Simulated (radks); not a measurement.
Q: These are the eigenvalues of the occupied orbitals of an atom or ion with whole-number occupations (hartree). Method: scalar-relativistic Kohn-Sham, PBE, spin-polarised, spherical densities, finite nucleus; Fermi nuclear charge, rms radius of each element as measured or else 0.836 A^(1/3) + 0.57 fm; computed with a radial shooting solver on a logarithmic mesh with Libxc functionals.

| orbital | eigenvalue |
|---|---|
| 1s down | -302.9663 |
| 1s up | -302.9660 |
| 2s up | -37.29156 |
| 2s down | -37.22394 |
| 2p up | -32.24306 |
| 2p down | -32.19222 |
| 3s up | -5.29836 |
| 3s down | -5.16187 |
| 3p up | -3.83242 |
| 3p down | -3.69836 |
| 3d up | -1.49341 |
| 3d down | -1.36536 |
| 4d up | -0.38837 |

Which element is it, and in what charge state? The configuration may be excited. Open shells, if any, are filled with parallel spins first.

A: Z = 28, nickel, charge +2: Ni2+ in [Ar] 3d7 4d1. The list shows which subshells hold electrons but not how many an open one holds; the 1s level, -302.97 hartree, gives Z - s = 24.6 by -(Z - s)^2/2, which with screening and relativity narrows Z to a few neighbours, and the depths of the outer levels then fix element, charge and occupations together.
